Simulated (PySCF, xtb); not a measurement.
C4H9NSi, SMILES C=C1[SiH2]N[C@H]1C.

GFN2-xTB (xtb) at its own geometry gives an orbital gap of 3.91 eV and a dipole moment of 0.80 D.

Coordinates come from a ωB97X-D3(BJ)/def2-SVP optimisation. The structure was generated by enumeration; whether it is a known compound was not checked.

**Question.** What does M06-2X/def2-TZVP in PySCF give? (An estimate is asked for; the answer gives what the named calculation found.)

**Answer.** gap 8.53 eV (levels -7.97 and 0.56 eV), dipole 0.77 D.
